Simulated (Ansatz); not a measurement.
`C[O][GaH][SeH]` + H₂Se → `[SeH][SeH]` + `C[O][GaH2]` at 298.15 K and 1 bar (ligand exchange at the Se–Ga bond).

Program: Ansatz. Geometries: PBE0-D4/def2-TZVP. ΔE: electronic, gas phase. CCSD(T)/CBS is the MP2 limit (def2-TZVPP, def2-QZVPP) plus CCSD(T) − MP2 in def2-TZVPP, frozen cores. For Ga, Se outer-core shells are correlated without core-valence functions, which leaves a few kJ/mol of doubt a bond. Scalar relativity is left out up to krypton. Each species was taken in one conformer, which may not be the lowest.

```
         species  CCSD(T)/CBS energy (Eh)  H − E (kJ/mol)  S (J/(mol·K))
`C[O][GaH][SeH]`              -4440.92521           170.6          365.5
            H₂Se              -2401.89790            45.8          219.1
    `[SeH][SeH]`              -4802.61264            54.2          278.2
    `C[O][GaH2]`              -2040.16771           160.8          303.8
```

H − E and S are ideal-gas, rigid-rotor, harmonic terms from PBE0-D4/def2-TZVP, for one conformer and one mirror image of each species. 1 Eh = 2625.50 kJ/mol, R = 8.31446 J/(mol·K).

Task: By hand: ΔE, ΔH, ΔS and ΔG.

Result: ΔE = (-4802.61264) + (-2040.16771) − (-4440.92521) − (-2401.89790) = 0.04276 Eh = 112.3 kJ/mol. Δ(H − E) = 54.2 + 160.8 − 170.6 − 45.8 = -1.4, so ΔH = 110.9 kJ/mol. ΔS = 278.2 + 303.8 − 365.5 − 219.1 = -2.6 J/(mol·K). ΔG = 110.9 − 298.15 × (-2.6)/1000 = 111.7 kJ/mol.

Task: By hand: the equilibrium constant, and the temperature at which ΔG would vanish if ΔH and ΔS stayed fixed.

Result: log₁₀ K = −ΔG/(RT ln 10) = -19.6. ΔH and −TΔS have one sign here, so there is no such temperature. One of them is within its doubt of zero, so this could turn.

The number of gas molecules stays the same, so ΔS is small and ΔH decides. A doubt of 5 kJ/mol in ΔE shifts log₁₀ K by 0.9 here. Other conformers and mirror images would add mixing entropy, several J/(mol·K) or more a flexible species. These are equilibria of isolated gas molecules and say nothing of rates. Largest T1 diagnostic: 0.015 (customary marks: 0.02 for closed shells, 0.045 for open ones).
